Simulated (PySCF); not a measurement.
# NaCd⁺ at PBE0

Computed with PBE0; basis Na def2-SVP, Cd def2-SVP with ECP28; scalar-relativistic core potentials; PySCF 2.14.

```
state                                                                                                              : ³Σ⁺ (triplet), unpaired electrons σ ↑↑, a second solution, started from another occupation
bond length                                                                                                        : 3.936 Å
harmonic wavenumber                                                                                                : 79.8 cm⁻¹
force constant                                                                                                     : 0.0718 mdyn/Å
rotational constant Be                                                                                             : 0.05689 cm⁻¹
anharmonicity ωexe                                                                                                 : 0.299 cm⁻¹
vibration–rotation constant αe                                                                                     : 0.000331 cm⁻¹
energy of the minimum from ground-state Na⁺ + Cd                                                                   : 2.62 eV
bond order (Mayer)                                                                                                 : 0.51
dipole moment (positive dipole points towards Cd; it is taken about the centre of mass and depends on that origin) : -7.56 D
```

Spin–orbit coupling is left out. For an ion De counts to the pair picked by the measured ionisation energies or electron affinities, which need not be the lowest pair at this level. Counting both spins, an empty level lies below a filled one in this solution, because spin and occupation are held.
